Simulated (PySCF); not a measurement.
**Does the structure fit the spectrum?**

A compound C4H3ClN2O gives the data below (simulated from a calculation) and was assigned the structure `[O-][n+]1cccnc1Cl`.

¹³C{¹H} NMR (computed): δ 172.8 (C), 162.8 (C), 131.2 (CH2), 129.8 (CH).

¹H NMR (400 MHz, computed): δ 7.08 (m, 1H), 6.55 (m, 1H), 6.07 (m, 1H).

Computational details: NMR shieldings at PBE0/pcSseg-1/GIAO, geometry from GFN2-xTB, in PySCF (non-relativistic, no solvent, a single conformation).

Shifts are taken against calculated references (same method and geometry level): TMS for ¹H, ¹³C.

Q: Compare with the shifts computed for the proposed structure, pairing carbons in order of shift.

A: Structure with atom numbers: `[O-:1][n+:2]1[cH:3][cH:4][cH:5][n:6][c:7]1[Cl:8]` (H(Xn): hydrogen on atom n).

```csv
atom,computed for proposal,given list,difference
C7,161.9,172.8,-10.9
C3,150.2,162.8,-12.6
C5,142.5,131.2,+11.3
C4,125.3,129.8,-4.5
```

The rms difference is 10.3 ppm and the largest -12.6 ppm at C3 (aromatic CH next to a ring nitrogen). The carbon types in order of shift don't match either: C, CH, CH, CH for the proposal against C, C, CH2, CH in the data. The proposal doesn't fit.

Q: Which isomer fits?

A: `InChI=1S/C4H3ClN2O/c1-2-3-6-7-4(5)8-3/h2H,1H2`.

1. Carbon types of the structure: 2 × C, 1 × CH, 1 × CH2, which accounts for all hydrogens.
2. δC 172.8: substituted aromatic carbon next to the ring oxygen.
3. δC 162.8: aromatic carbon bearing chlorine.
4. δC 131.2: terminal =CH2 carbon; the olefinic region.
5. δC 129.8: alkene CH; as expected for a trigonal carbon in a double bond.

The data come from this structure; uniqueness wasn't tested.

Carbons that carry Cl, above all several Cl atoms, come out too deshielded, partly because spin–orbit coupling is missing. Shifts are as computed. Against solution values, carbons near 30 ppm lie about +3 ppm off and those near 130 ppm about +5 ppm; carbons on Cl a further +6 ppm. Of 1211 compounds with measured shifts, 218 miss one by over three times the rms of a fit or turn the order of signals round; such compounds aren't used in these exercises. No couplings were computed; multiplicities are counted from neighbouring protons, with m where these are inequivalent, close in shift, in a saturated or five-membered ring or joined by F or P, and br s for small geminal =CH2 splittings.
